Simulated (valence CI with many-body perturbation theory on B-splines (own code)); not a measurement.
## E1 transitions of Rb XXXIII

Level of theory: relativistic CI+MBPT: three valence electrons over a frozen Dirac-Fock core [He], radial functions for each j: 11 s, 11 p, 10 d, 8 f, 5 g, 2 h, with the one-electron correlation potential Σ1, the two-electron term Σ2, the three-electron term Σ3, Breit, model QED; selected CI, second order for the rest, scaled by the run's own slope (own B-spline code, finite nucleus).

No measured spectrum was set against this ion. As an estimate, large intervals hold to a few tenths of a per cent, small ones and those within an open d or f shell to about a per cent.

Lines 201 to 250 of 593 in falling wavelength, among levels below 26276 × 10³ cm⁻¹, chosen from the strongest by gf and those to the six lowest levels. Wavelengths and rates use the calculated energies. Electric multipoles are in the length gauge, E1 and E2 with the static RPA response of the core. Weak lines are less certain than strong ones. Lines between different terms over intervals too small for the method are left out, as are lines whose strength nearly cancels. Where a level lies close to another of its J and parity, the split of strength between their lines is uncertain. The highest levels of a list are the least certain.

Levels are named by their leading jj configuration (3d3/2^4 stands for four electrons in 3d with j = 3/2), which in mixed levels can hold well under half, so a name can repeat and another be missing. Letters in brackets count levels of one name in rising energy.

```csv
λ vac (nm),Upper,Lower,A (s⁻¹),S (a.u.) with core polarisation,S without
1.696,(2s 2p3/2 4f5/2) J=3/2 [b],(2p1/2 2p3/2 3p1/2) J=3/2 [a],9.02e+11,8.69e-03,8.69e-03
1.694,(2s 2p1/2 4f7/2) J=5/2,(2s 2p1/2 3d5/2) J=3/2,1.34e+13,1.92e-01,1.92e-01
1.694,(2s 2p3/2 4f7/2) J=5/2 [b],(2p1/2 2p3/2 3p1/2) J=3/2 [a],3.98e+12,5.73e-02,5.73e-02
1.693,(2s^2 4s) J=1/2,(2s^2 3p3/2) J=3/2,2.07e+12,9.92e-03,9.91e-03
1.693,(2s 2p3/2 4f7/2) J=5/2 [a],(2s 2p3/2 3d5/2) J=3/2 [a],1.01e+13,1.46e-01,1.46e-01
1.692,(2p1/2^2 4f5/2) J=5/2,(2p1/2^2 3d5/2) J=5/2,1.03e+12,1.47e-02,1.47e-02
1.692,(2s 2p3/2 4f5/2) J=3/2 [b],(2s 2p3/2 3d5/2) J=3/2 [b],1.07e+12,1.02e-02,1.02e-02
1.691,(2s 2p1/2 4f5/2) J=5/2 [a],(2s 2p1/2 3d5/2) J=5/2 [a],5.15e+11,7.37e-03,7.37e-03
1.690,(2s 2p3/2 4f7/2) J=3/2,(2s 2p3/2 3d5/2) J=3/2 [a],4.58e+12,4.36e-02,4.36e-02
1.690,(2s 2p3/2 4s) J=3/2 [b],(2s 2p3/2 3p3/2) J=5/2 [b],1.42e+12,1.36e-02,1.36e-02
1.690,(2s 2p3/2 4f7/2) J=5/2 [b],(2s 2p3/2 3d5/2) J=3/2 [b],1.00e+13,1.43e-01,1.44e-01
1.689,(2p1/2^2 4f7/2) J=7/2,(2p1/2^2 3d5/2) J=5/2,1.56e+13,2.96e-01,2.97e-01
1.688,(2s 2p3/2 4f7/2) J=7/2 [b],(2s 2p3/2 3d5/2) J=5/2 [b],6.84e+12,1.30e-01,1.30e-01
1.688,(2s 2p1/2 4f7/2) J=7/2 [a],(2s 2p1/2 3d5/2) J=5/2 [a],8.03e+12,1.52e-01,1.52e-01
1.687,(2s 2p3/2 4s) J=5/2,(2s 2p3/2 3p3/2) J=7/2,1.36e+12,1.94e-02,1.94e-02
1.687,(2s 2p3/2 4f5/2) J=7/2 [b],(2s 2p3/2 3d5/2) J=5/2 [b],7.84e+12,1.49e-01,1.49e-01
1.686,(2s 2p3/2 4s) J=3/2 [a],(2s 2p3/2 3p3/2) J=3/2 [a],6.67e+11,6.30e-03,6.30e-03
1.685,(2s 2p3/2 4f5/2) J=3/2 [b],(2p1/2 2p3/2 3p1/2) J=1/2,1.40e+12,1.33e-02,1.33e-02
1.684,(2s 2p3/2 4f7/2) J=7/2 [a],(2s 2p3/2 3d5/2) J=5/2 [a],1.27e+13,2.39e-01,2.39e-01
1.682,(2s 2p3/2 4f7/2) J=5/2 [b],(2s 2p3/2 3d5/2) J=5/2 [b],2.14e+12,3.02e-02,3.02e-02
1.682,(2s 2p3/2 4d5/2) J=5/2 [b],(2p1/2 2p3/2 3s) J=3/2 [b],4.83e+11,6.81e-03,6.81e-03
1.682,(2s 2p3/2 4f7/2) J=5/2 [a],(2s 2p3/2 3d5/2) J=5/2 [a],4.76e+12,6.70e-02,6.71e-02
1.680,(2s 2p3/2 4f5/2) J=3/2 [b],(2s 2p3/2 3d3/2) J=1/2 [b],1.02e+13,9.54e-02,9.54e-02
1.679,(2s^2 4f5/2) J=5/2,(2s^2 3d5/2) J=5/2,1.11e+12,1.56e-02,1.56e-02
1.677,(2s 2p1/2 4f5/2) J=7/2,(2s 2p1/2 3d5/2) J=7/2,1.25e+12,2.33e-02,2.33e-02
1.676,(2s^2 4f7/2) J=7/2,(2s^2 3d5/2) J=5/2,1.67e+13,3.11e-01,3.11e-01
1.675,(2s 2p3/2 4f5/2) J=5/2 [b],(2s 2p3/2 3d3/2) J=3/2 [b],8.62e+12,1.20e-01,1.20e-01
1.674,(2s 2p1/2 4f7/2) J=9/2,(2s 2p1/2 3d5/2) J=7/2,1.63e+13,3.78e-01,3.78e-01
1.674,(2s 2p1/2 4f5/2) J=3/2,(2s 2p1/2 3d3/2) J=1/2,1.15e+13,1.07e-01,1.07e-01
1.674,(2s 2p1/2 4f5/2) J=5/2 [a],(2s 2p1/2 3d3/2) J=5/2,4.82e+11,6.69e-03,6.69e-03
1.674,(2p1/2^2 4d5/2) J=5/2,(2s 2p3/2 3d3/2) J=3/2 [b],4.08e+12,5.66e-02,5.66e-02
1.673,(2s 2p1/2 4f5/2) J=3/2,(2s 2p1/2 3d3/2) J=3/2 [b],4.19e+12,3.87e-02,3.88e-02
1.673,(2s 2p3/2 4f7/2) J=7/2 [b],(2s 2p3/2 3d5/2) J=7/2 [b],2.39e+12,4.41e-02,4.41e-02
1.672,(2s 2p1/2 4f7/2) J=7/2 [b],(2s 2p1/2 3d5/2) J=7/2,1.10e+12,2.03e-02,2.03e-02
1.672,(2s 2p3/2 4d5/2) J=7/2 [b],(2p1/2 2p3/2 3s) J=5/2,3.71e+11,6.86e-03,6.86e-03
1.672,(2s 2p1/2 4f5/2) J=5/2 [b],(2s 2p1/2 3d3/2) J=3/2 [b],1.09e+13,1.52e-01,1.52e-01
1.671,(2s 2p3/2 4f5/2) J=5/2 [b],(2s 2p3/2 3d3/2) J=5/2 [b],1.71e+12,2.36e-02,2.36e-02
1.671,(2s 2p1/2 4f7/2) J=7/2 [a],(2s 2p1/2 3d3/2) J=5/2,7.17e+12,1.32e-01,1.32e-01
1.670,(2s 2p3/2 4f5/2) J=3/2 [a],(2s 2p3/2 3d3/2) J=1/2 [a],4.98e+12,4.57e-02,4.58e-02
1.670,(2s 2p3/2 4f5/2) J=5/2 [a],(2s 2p3/2 3d3/2) J=3/2 [a],7.77e+12,1.07e-01,1.07e-01
1.670,(2p1/2^2 4d5/2) J=5/2,(2s 2p3/2 3d3/2) J=5/2 [b],7.28e+11,1.00e-02,1.00e-02
1.670,(2s 2p3/2 4f7/2) J=9/2 [b],(2s 2p3/2 3d5/2) J=7/2 [b],1.61e+13,3.71e-01,3.71e-01
1.670,(2s 2p1/2 4f7/2) J=5/2,(2s 2p1/2 3d3/2) J=3/2 [b],5.86e+11,8.07e-03,8.07e-03
1.669,(2s 2p3/2 4f5/2) J=3/2 [b],(2s 2p3/2 3d3/2) J=3/2 [b],2.64e+12,2.42e-02,2.43e-02
1.669,(2s 2p3/2 4f5/2) J=1/2,(2s 2p3/2 3d3/2) J=1/2 [a],1.30e+13,5.97e-02,5.97e-02
1.668,(2s 2p3/2 4f7/2) J=7/2 [b],(2s 2p3/2 3d3/2) J=5/2 [b],6.87e+12,1.26e-01,1.26e-01
1.668,(2s 2p3/2 4f5/2) J=3/2 [a],(2s 2p3/2 3d3/2) J=3/2 [a],9.08e+12,8.32e-02,8.33e-02
1.667,(2s 2p3/2 4f5/2) J=7/2 [b],(2s 2p3/2 3d3/2) J=5/2 [b],7.52e+12,1.38e-01,1.38e-01
1.667,(2s 2p3/2 4f5/2) J=7/2 [a],(2s 2p3/2 3d3/2) J=7/2,4.45e+12,8.13e-02,8.14e-02
1.667,(2s 2p3/2 4f5/2) J=1/2,(2s 2p3/2 3d3/2) J=3/2 [a],3.55e+12,1.62e-02,1.62e-02
```
